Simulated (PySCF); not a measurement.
## Unknowns

Computational details: PBE0/pcSseg-1 with gauge-including orbitals, structure optimised with GFN2-xTB, in PySCF (equivalent nuclei averaged, non-relativistic, isolated molecule, one conformer).

δ = σ(ref) − σ, references computed at the same level: TMS for 1H, 13C. Splittings of carbon signals by F and P are missing where no couplings were computed. Where no couplings were computed, multiplicities follow the n + 1 count of equivalent neighbours, and m marks all less simple cases (inequivalent or close neighbours, rings, F or P nearby). Shifts are as computed. Against solution values, carbons near 30 ppm lie about +3 ppm off and those near 130 ppm about +5 ppm. Of 1211 compounds with measured shifts, 218 miss one by over three times the rms of a fit or turn the order of signals round; such compounds aren't used in these exercises.

**Question.** C4H11NSi2. 1H NMR (400 MHz, computed): δ 6.90 (m, 1H), 5.98 (d, 1H), 5.60 (m, 1H), 5.31 (m, 1H), 5.25 (m, 1H), 4.82 (s, 6H). 13C{1H} NMR (computed): δ 144.3, 139.9, 121.5, 118.6. Identify the compound.

**Answer.** SMILES C=C/C=C\N([SiH3])[SiH3]. Rings plus π bonds: 2 (no ring in the answer). 4 carbon signals for 4 carbons: no two carbons are equivalent. Carbon types of the structure: 3 × CH, 1 × CH2, leaving 6 H on heteroatoms. δC 144.3: alkene carbon bearing nitrogen; an sp2 carbon further deshielded by the attached heteroatom. δC 139.9: alkene CH; an sp2 carbon of a C=C bond. δC 121.5: β carbon of an enol-ether or enamine type C=C. δC 118.6: terminal =CH2 carbon; as expected for a trigonal carbon in a double bond.

This is the structure that produced the data.

**Question.** C4H8F2O2. 1H NMR (600 MHz, computed): δ 5.05 (m, 2H), 3.77 (s, 6H). 13C{1H} NMR (computed): δ 115.4 (CH), 59.0 (CH3). Identify the compound.

**Answer.** `CO[C@@H](F)[C@H](F)OC`. Rings plus π bonds: 0. 2 carbon signals for 4 carbons: some carbons are equivalent by symmetry or fast rotation. Carbon types of the structure: 2 × CH, 2 × CH3, which accounts for all hydrogens. δC 115.4: sp3 CH bonded to F and O; 2 electronegative neighbours deshield it. δC 59.0: methyl carbon bonded to O; the inductive effect lowers its shielding. δH 5.05: hydrogen on an sp3 CH bonded to F and O; its carbon carries F and O, hence the downfield position. δH 3.77: hydrogen on a methyl carbon bonded to O; its carbon carries O, hence the downfield position.

The shifts were computed for this structure.
